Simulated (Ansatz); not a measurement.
Geometry optimisation, Ansatz, RKS PBE/def2-SVP.

The input (input.yaml):

```yaml
crystal:
  periodic: [false, false, false]
  atoms:
    - { symbol: Ga, position_ang: [-0.005365, 0.245701, -0.033642] }
    - { symbol: Cl, position_ang: [-0.0086, 0.504332, 2.181267] }
    - { symbol: H, position_ang: [1.416191, 0.256189, -0.682876] }
    - { symbol: H, position_ang: [-1.428206, 0.193062, -0.677991] }
    - { symbol: Br, position_ang: [0.119762, -3.180593, 1.114042] }
    - { symbol: H, position_ang: [0.084418, -2.06039, 2.126] }
basis:
  gaussian: { orbitals: def2-SVP }
hamiltonian:
  xc: pbe
relax:
  f_tol: 0.03
  max_steps: 50
```

Command:

```bash
$ ansatz run input.yaml --threads 2 --pin off --max-ram 3072MiB --backend cpu --events-out ev --progress --plain --runs-dir out
```

Where does it end, and by what steps?

The forces met the threshold. After 7 steps the energy has fallen by 0.161 eV; Br5 moved furthest, 0.49 Å. Joined: Ga1–Br5 (3.62 → 2.84 Å).

```json
{"step": "0", "energy less start (eV)": "0.0000", "largest force component (eV/Å)": "1.037", "accepted": "yes"}
{"step": "1", "energy less start (eV)": "-0.0954", "largest force component (eV/Å)": "0.167", "accepted": "yes"}
{"step": "2", "energy less start (eV)": "-0.1381", "largest force component (eV/Å)": "0.351", "accepted": "yes"}
{"step": "3", "energy less start (eV)": "-0.1436", "largest force component (eV/Å)": "0.350", "accepted": "yes"}
{"step": "4", "energy less start (eV)": "-0.1584", "largest force component (eV/Å)": "0.087", "accepted": "yes"}
{"step": "5", "energy less start (eV)": "-0.1602", "largest force component (eV/Å)": "0.049", "accepted": "yes"}
{"step": "6", "energy less start (eV)": "-0.1603", "largest force component (eV/Å)": "0.050", "accepted": "yes"}
{"step": "7", "energy less start (eV)": "-0.1608", "largest force component (eV/Å)": "0.013", "accepted": "yes"}
```

```xyz
6
Properties=species:S:1:pos:R:3
Ga 0.007 -0.031 0.046
Cl 0.002 0.380 2.266
H 1.438 0.095 -0.581
H -1.432 0.006 -0.571
Br 0.095 -2.747 0.886
H 0.068 -1.744 1.980
```

Whether the end is a true minimum wasn't checked by a vibrational analysis.

Run time: 16 s on 2 threads of Intel(R) Xeon(R) Platinum 8488C (Sapphire Rapids), with other jobs on the host, peak memory 0.16 GiB.
